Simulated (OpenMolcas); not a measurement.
Fe3+: ligand-field states by method

Fe3+ with 2 ligands (hydroxide) in linear coordination (C2h) at 1.72 Å. Ligand basis ANO-RCC-VDZP.

| Property | Result |
| --- | --- |
| Program | OpenMolcas |
| Basis | ANO-RCC-VDZP [5s4p2d1f] |
| Scalar Hamiltonian | DKH2, point nucleus |
| Active space | 5 electrons in 5 orbitals (3d) |
| State averaging | 2S+1 = 6 even, 1 root; 2S+1 = 4 even, 24 roots; 2S+1 = 2 even, 75 roots |
| Spin-orbit coupling | RASSI with atomic mean-field integrals over the reference wave functions |

I. CASSCF
II. SS-CASPT2, IPEA 0.25 Eh, imaginary shift 0.1 Eh (closed shells correlated: 3s 3p and the ligand valence shells)

Spin-free states in cm-1, each column counted from its own energy of the first state listed:

| State | Degeneracy | I | II |
| --- | --- | --- | --- |
| 2S+1 = 6 | 1 | 0 | 0 |
| 2S+1 = 4 | 1 | 23702 | 11620 |
| 2S+1 = 4 | 1 | 23741 | 11850 |
| 2S+1 = 4 | 1 | 25251 | 9380 |
| 2S+1 = 4 | 1 | 25724 | 9000 |
| 2S+1 = 4 | 1 | 26829 | 15290 |
| 2S+1 = 4 | 1 | 29994 | 24920 |
| 2S+1 = 4 | 1 | 30613 | 19170 |
| 2S+1 = 4 | 1 | 31589 | 19390 |
| 2S+1 = 4 | 1 | 31899 | 20640 |
| 2S+1 = 4 | 1 | 32820 | 20040 |
| 2S+1 = 4 | 1 | 32983 | 24100 |
| 2S+1 = 4 | 1 | 33078 | 21950 |
| 2S+1 = 4 | 1 | 35802 | 23320 |
| 2S+1 = 2 | 1 | 37993 | 15240 |
| 2S+1 = 2 | 1 | 38000 | 15370 |
| 2S+1 = 4 | 1 | 39299 | 27850 |
| 2S+1 = 4 | 1 | 39916 | 28600 |
| 2S+1 = 2 | 1 | 40118 | 16880 |
| 2S+1 = 2 | 1 | 40623 | 20240 |

From I to II, I's first state of another spin (2S+1 = 4) moves from 23702 to 11620 cm-1, by about -12000 cm-1. In II another state of that kind comes below it.

χT at 300 K: I 4.39, II 4.38 cm3 K/mol.

Over all roots computed the reference weight is 0.71 to 0.81 in II; the roots of lowest weight are the least certain, and an intruder state may touch them. The least metal-like active orbital is 81 % on the metal (Löwdin) and no ligand orbital is active, so the numbers are rough. Ligand-to-metal charge-transfer states are missing. With no ligand orbital active B as a rule stays too high, so bands that hang on it stand too high and its fall with covalency is understated. Without dynamic correlation the repulsion within the d shell is too large (B by tens of per cent), so at a given field states of lower spin stand too high (holds for I). This shell can be high or low spin here, a state of another spin lies low, and with metal d orbitals alone active their balance is uncertain, so the ground spin may be wrong (holds for II). Free-ion shares, where given, are those of the reference states; single-state CASPT2 does not remix them (holds for II). No measured value stands beside these numbers; the geometry was imposed, not optimised, and the real ion may take another.

A state without a sure symmetry label is named by its multiplicity alone.
